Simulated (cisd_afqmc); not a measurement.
Input (AFQMC/CISD/def2-SVP; cisd_afqmc is a phaseless AFQMC code with CISD trial states that reads the integrals written by Ansatz):

Ansatz 0.2 input:
```python
import cisd_afqmc

open("ham.yaml", "w").write("""\
crystal:
  periodic: [false, false, false]
  atoms:
    - {symbol: Sn, position_ang: [-0.00000000, -0.00000000, -0.00000000]}
    - {symbol: H, position_ang: [0.62512032, -0.47874728, 1.49682175]}
    - {symbol: H, position_ang: [-0.36569028, 1.62694844, -0.28241660]}
    - {symbol: H, position_ang: [-0.25943004, -1.14820116, -1.21440515]}
basis:
  gaussian:
    orbitals: def2-SVP
total_charge: 1
magnetization: {spin_polarized: false}
correlation: {method: ccsd, electrons: outside_noble_gas, hamiltonian_folder: ham}
""")
rep = cisd_afqmc.ansatz("ham.yaml")
e_ccsd = rep["correlation"]["coupled_cluster"]["energy"]["hartree"]
out = cisd_afqmc.run("ham", e_ccsd, trial="CISD", walkers=200, populations=8, threads=8, dt=0.005, steps=40, early=36, settle=10, least=32,
    cut=5e-5, rank_cut=2e-4, target=0.0004, seconds=1500, seed=1, memory=17280, gpu=False)
```

Output:

```
orbitals 32, occupied [3], factors 178 of 495, rank of the doubles 40 of 87
E(HF) = -214.778595
E(CCSD) on the cut factors = -214.875779, shift to the whole factors -0.000015
Energy of the trial state on the determinant = -214.875660
  tau behind 10.8 of longer steps, mean of the populations' last blocks
   2.0  -214.87750
   4.0  -214.87767
   6.0  -214.87746
   8.0  -214.87752
blocks 419 (0 outliers left out), error by blocks joined: 1: 0.00002, 2: 0.00003, 4: 0.00003, 8: 0.00004, 16: 0.00005
E(AFQMC/CISD) = -214.87757 +/- 0.00005
```

The error still grows at the longest joins of blocks, or few joins were possible, so the printed bar may be too narrow.
